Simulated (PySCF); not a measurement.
A side-by-side comparison of computed properties.

First species: C3H4FN3Si.
SMILES: `N#C[Si](N)(C#N)CF`

Second species: C₃H₈ClFSi.
Cartesian coordinates in Å at the GFN2-xTB level; atoms count from 1:
```
atom  x, y, z in Å
C1    -1.3657    0.8048    0.8843
C2    -1.0929    0.3449   -0.5494
Si3    0.2877   -0.9504   -0.6818
F4    -0.1217   -2.2325    0.2215
C5     1.9209   -0.3439    0.1005
Cl6    2.5195    1.1036   -0.7602
H7    -2.1954    1.5086    0.9061
H8    -1.6201   -0.0425    1.5167
H9    -0.4934    1.3000    1.3040
H10   -0.8486    1.2145   -1.1604
H11   -2.0104   -0.0745   -0.9662
H12    0.4992   -1.4826   -2.0181
H13    2.7098   -1.0902    0.0353
H14    1.8103   -0.0604    1.1456
```

Levels: PBE0/def2-SVPD for dipole moment, HOMO energy, LUMO energy, HOMO–LUMO gap, static isotropic polarisability and electronic spatial extent ⟨r²⟩ about the centre of nuclear charge; TDDFT PBE0/def2-SVPD for lowest singlet excitation; TDA PBE0/def2-SVPD for lowest triplet excitation (Tamm–Dancoff); GFN2-xTB for rotational constant A and rotational constant C. Geometries: GFN2-xTB. All species are isolated and taken at one optimised geometry, non-relativistic unless stated; the electronic structure was computed with PySCF and density fitting.

Dipoles, sizes and rotational constants follow the conformer. The torsions of the flexible species, by atom-mapped SMILES:
- `[N:1]#[C:2][Si:3]([NH2:4])([C:5]#[N:6])[CH2:7][F:8]`: C2–Si3–C7–F8 -164°, H–N4–Si3–C2 -57°, H–N4–Si3–C2 153°
- `[CH3:1][CH2:2][Si@H:3]([F:4])[CH2:5][Cl:6]`: C1–C2–Si3–F4 58°, C2–Si3–C5–Cl6 -62°

Task: Which has the higher LUMO energy?

Result: The second: -0.10 eV against -1.74 eV, a difference of 1.64 eV.

Task: Which has the higher HOMO–LUMO gap?

Result: The second: 8.11 eV against 7.25 eV, a difference of 0.86 eV.

Task: Which has the higher rotational constant A?

Result: The second: 2.858 GHz against 1.767 GHz, a difference of 1.091 GHz.

Task: Which has the higher ⟨r²⟩?

Result: The first: 1196 bohr² against 1085 bohr², a difference of 111 bohr².

Task: Which has the higher dipole moment?

Result: The first: 3.78 D against 0.85 D, a difference of 2.93 D.

Task: Which of the two has the higher S1 energy, and by how much?

Result: The second: 6.62 eV against 5.93 eV, a difference of 0.69 eV.

Task: Which has the higher HOMO energy?

Result: The second: -8.21 eV against -8.99 eV, a difference of 0.78 eV.

Task: Which has the higher static isotropic polarisability?

Result: The second: 74.9 au against 73.6 au, a difference of 1.3 au.

On the first: A dipole of 3.78 D is allowed in C1, and pure rotational transitions are dipole-allowed. The dipole matches unit charges of opposite sign 0.79 Å apart (1 e·Å = 4.8032 D).

On the second: The polarisability is 11.10 Å³ as a volume (1 au = 0.148185 Å³), or 1.14 au for each of the 66 electrons. No computed singlet falls in the visible range (750 to 380 nm, 1.65 to 3.26 eV); S1 lies 3.36 eV above its blue end.
